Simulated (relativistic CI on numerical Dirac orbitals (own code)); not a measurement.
Energy levels of Rh25+

Method of calculation: Dirac-Coulomb-Breit CI, separate exchange-only KLI orbitals for each configuration, model QED, unscaled Slater integrals (own radial code, finite nucleus).

Configuration list (outside the closed core [Ne]): 3s2 3p6 3d2, 3s2 3p5 3d3, 3s 3p6 3d3, 3s2 3p6 3d 4s, 3s2 3p6 3d 4p, 3s2 3p6 3d 4d, 3s2 3p6 3d 4f, 3s2 3p5 3d2 4s, 3s2 3p5 3d2 4p, 3s2 3p6 4s2, 3s2 3p5 3d2 4d, 3s 3p6 3d2 4s, 3s2 3p6 4s 4p, 3s2 3p6 3d 5s, 3p6 3d3 4p, 3s 3p6 3d2 4p, 3s2 3p6 4p2, 3s2 3p6 4s 4d, 3s2 3p6 3d 5d, 3s2 3p6 3d 5g, 3p6 3d4, 3p5 3d5, 3p6 3d3 4s, 3p5 3d4 4s, 3s 3p6 3d 4s2, 3s 3p6 4s2 4p, 3s 3p6 4s2 4d, 3s 3p6 4s2 4f. Double excitations out of closed p, d and f shells are left out; levels of such configurations are missing from the list, as are those of other unlisted configurations, and high levels can miss mixing partners. These lack a partner that the ground configuration has and come out too high: 3s2 3p5 3d2 4p, 3s2 3p5 3d2 4d.

The lowest level is 3s2 3p6 3d2 3F_2, with 89 % of that term; Hund's rules for 3s2 3p6 3d2 give 3F with J = 2, in agreement.

```
No.  Configuration  Term  J  E (cm⁻¹)    %  Next component (%)
  1    3s2 3p6 3d2    3F  2         0   89               10 1D
  2    3s2 3p6 3d2    3F  3     41487  100                    
  3    3s2 3p6 3d2    3F  4     74824   89               11 1G
  4    3s2 3p6 3d2    3P  0     78092   93                7 1S
  5    3s2 3p6 3d2    1D  2     89213   49               42 3P
  6    3s2 3p6 3d2    3P  1    102478  100                    
  7    3s2 3p6 3d2    1G  4    141097   89               11 3F
  8    3s2 3p6 3d2    3P  2    147136   57               40 1D
  9    3s2 3p6 3d2    1S  0    273704   93                7 3P
 10    3p5 3d3(4F)   5F°  2   1072232   41              37 5D°
 11    3p5 3d3(4F)   5D°  1   1075249   59              27 5F°
 12    3p5 3d3(4F)   5D°  0   1084974   94               5 3P°
 13    3p5 3d3(4F)   5F°  3   1085627   51              33 5D°
 14    3p5 3d3(4F)   5F°  4   1103764   53              23 5D°
 15    3p5 3d3(4P)   5S°  2   1109384   73              11 5P°
 16    3p5 3d3(4F)   5F°  5   1128422   48              43 5G°
 17    3p5 3d3(4F)   5D°  2   1128919   35              34 3F°
 18    3p5 3d3(4P)   5D°  3   1130860   35              23 3F°
 19    3p5 3d3(4F)   5F°  1   1132419   36              33 5D°
 20    3p5 3d3(4P)   5D°  4   1140574   49              22 3F°
 21    3p5 3d3(4F)   5G°  6   1155366   77              20 3H°
 22    3p5 3d3(4F)   3G°  3   1158844   56              23 3F°
 23    3p5 3d3(4F)   3G°  4   1175069   50              16 3F°
 24    3p5 3d3(2G)   3F°  2   1185569   32              27 3D°
 25    3p5 3d3(4F)   5F°  5   1187308   36              30 3G°
 26    3p5 3d3(4F)   5F°  2   1194302   26              17 3P°
 27    3p5 3d3(4P)   5D°  3   1195722   26              23 3D°
 28    3p5 3d3(2P)   3P°  1   1201758   50              26 3S°
 29    3p5 3d3(4P)   5D°  4   1205232   37              22 3G°
 30    3p5 3d3(2D)   3P°  0   1207313   63              28 1S°
 31    3p5 3d3(2G)   3G°  5   1209836   47              37 3H°
 32    3p5 3d3(2G)   1G°  4   1211800   40              29 3G°
 33    3p5 3d3(2H)   3I°  6   1214387   34              32 3H°
 34    3p5 3d3(2D)   3D°  3   1215165   53              14 3G°
 35    3p5 3d3(2P)   3D°  2   1224068   41              24 3P°
 36    3p5 3d3(2H)   3I°  7   1241923  100                    
 37    3p5 3d3(2D)   3D°  3   1242519   48              22 3F°
 38    3p5 3d3(2D)   3P°  1   1247367   51              20 5D°
 39    3p5 3d3(2G)   3H°  5   1251589   46              35 1H°
 40    3p5 3d3(2D)   3F°  4   1259370   76               8 1G°
 41    3p5 3d3(4F)   5G°  2   1259779   38              37 3F°
 42    3p5 3d3(2D)   3P°  0   1262292   77              19 1S°
 43    3p5 3d3(2D)   3D°  1   1266484   30              25 1P°
 44    3p5 3d3(4P)   5P°  3   1268669   60              17 3D°
 45    3p5 3d3(4P)   3P°  2   1271965   28              26 5P°
 46    3p5 3d3(2G)   3H°  6   1276149   55              33 3I°
 47    3p5 3d3(2F)   3F°  3   1281263   44              37 3G°
 48    3p5 3d3(2D)   3F°  4   1284016   43              24 3H°
 49    3p5 3d3(4P)   3D°  1   1291620   72              16 5D°
 50    3p5 3d3(2H)   3H°  6   1295486   60              39 1I°
 51    3p5 3d3(2F)   3G°  5   1296398   49              25 3I°
 52    3p5 3d3(2P)   3D°  3   1297103   31              23 3F°
 53    3p5 3d3(2F)   1D°  2   1308533   40              23 3D°
 54    3p5 3d3(2H)   3G°  3   1312476   29              27 5G°
 55    3p5 3d3(2P)   3P°  2   1315199   23              18 3D°
 56    3p5 3d3(2F)   3G°  4   1316272   33              23 3H°
 57    3p5 3d3(2F)   3D°  1   1330991   30              25 3P°
 58    3p5 3d3(2G)   3G°  5   1333254   53              18 1H°
 59    3p5 3d3(2D)   3F°  4   1334707   45              23 3G°
 60    3p5 3d3(2D)   3P°  0   1335806   53              27 5D°
 61    3p5 3d3(2P)   1D°  2   1338677   32              25 3D°
 62    3p5 3d3(4F)   5D°  3   1352776   32              24 3F°
 63    3p5 3d3(4F)   5D°  4   1360959   31              28 3F°
 64    3p5 3d3(2D)   3P°  1   1366109   30              22 5P°
 65    3p5 3d3(2H)   3G°  5   1376250   45              21 3I°
 66    3p5 3d3(2G)   3G°  3   1377376   35              34 3F°
 67    3s2 3p5 3d3   3D°  2   1378003   29              24 3F°
 68    3p5 3d3(4F)   3G°  3   1386616   41              18 5G°
 69    3p5 3d3(2F)   3F°  2   1387719   22              21 3P°
 70    3p5 3d3(2D)   3P°  1   1390592   62              20 3D°
```

Energies count from the lowest computed level; ° marks odd parity. Percentages are summed over parent terms; the parents shown are those of the largest component, closed shells are left out there.

The mean weight of the leading LS term, summed over parents, in these 70 levels is 51 %, and that of the leading jj configuration (from the same eigenvectors) 59 %.

At this charge energies of transitions that change n are usually good to better than 1 %, and those within a shell (Δn = 0) to a few per cent. Terms inside the open d or f shell come out 10 to 20 % too wide with unscaled integrals.

Landé's interval rule says that E(J) − E(J−1) = AJ with one A. For the ground term the intervals give A = 13829.1, 8334.1 cm⁻¹ for J = 3, 4; the multiplet is regular.

LS names give the leading component of a level, which can be under half, so a name can repeat, a term be missing and a line seem to break the LS rules.
